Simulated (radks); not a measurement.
Values are calculated unless marked as measured or tabulated.
Problem. These are the eigenvalues of the occupied orbitals of an atom or ion with whole-number occupations (eV). Code: a radial shooting solver on a logarithmic mesh with Libxc functionals. Model: non-relativistic Kohn-Sham, LDA (Slater exchange, Perdew-Wang correlation), spin-unpolarised, spherical densities, point nucleus.

1s: -31659.83
2s: -4809.547
2p: -4524.707
3s: -1004.331
3p: -884.2819
3d: -660.3343
4s: -211.1932
4p: -169.1403
4d: -97.2040
5s: -55.7953
5p: -44.7900

Which element is it, and in what charge state? The configuration may be excited.

Solution. Z = 53, iodine, charge +4: I4+ in [Kr] 4d10 5s2 5p1. The list shows which subshells hold electrons but not how many an open one holds; the 1s level, -1163.5 hartree, gives Z - s = 48.2 by -(Z - s)^2/2, which with screening narrows Z to a few neighbours, and the depths of the outer levels then fix element, charge and occupations together.
